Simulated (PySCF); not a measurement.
# From computed data to an observable: entropy of an ideal gas

H5Si, SMILES [SiH5-], charge -1.

Geometry: PBE-D3(BJ)/def2-TZVPD.

PBE-D3(BJ)/def2-TZVPD (PySCF) gives the harmonic wavenumbers 480, 480, 924, 979, 979, 1146, 1146, 1307, 1449, 1868, 1868, 1890 cm⁻¹ and the rotational temperatures 3.3645, 2.7027, 2.7027 K. The molar mass is 33.12 g/mol, the symmetry number 6, the spin multiplicity 1.

### Question
Work out the entropy at 298.15 K and 1 atm in the rigid-rotor, harmonic-oscillator model.

### Answer

Translation (Sackur–Tetrode at 1 atm): S = R[1.5 ln M + 2.5 ln T − 1.16487] = 152.4 J/(mol K).
Rotation: q = (√π/σ) T^1.5/√(θA θB θC) = 307, S = R[ln q + 3/2] = 60.1 J/(mol K).
Vibration: with u = 1.4388 ν/T, each mode gives R[u/(e^u − 1) − ln(1 − e^−u)]:
```json
[
 {"ν (cm⁻¹)": "480", "modes": "2", "u": "2.32", "S (J/(mol K))": "5.94"},
 {"ν (cm⁻¹)": "924", "modes": "1", "u": "4.46", "S (J/(mol K))": "0.53"},
 {"ν (cm⁻¹)": "979", "modes": "2", "u": "4.72", "S (J/(mol K))": "0.85"},
 {"ν (cm⁻¹)": "1146", "modes": "2", "u": "5.53", "S (J/(mol K))": "0.43"},
 {"ν (cm⁻¹)": "1307", "modes": "1", "u": "6.31", "S (J/(mol K))": "0.11"},
 {"ν (cm⁻¹)": "1449", "modes": "1", "u": "6.99", "S (J/(mol K))": "0.06"},
 {"ν (cm⁻¹)": "1868", "modes": "2", "u": "9.01", "S (J/(mol K))": "0.02"},
 {"ν (cm⁻¹)": "1890", "modes": "1", "u": "9.12", "S (J/(mol K))": "0.01"}
]
```
These are all the modes. Sum 8.0 J/(mol K).
Spin: R ln 1 = 0.0 J/(mol K).
Total 220.4 J/(mol K); the program's own thermochemistry gives 220.4. Translation makes up 69 % and vibration 4 %. Anharmonicity, hindered rotation and orbital degeneracy are left out.
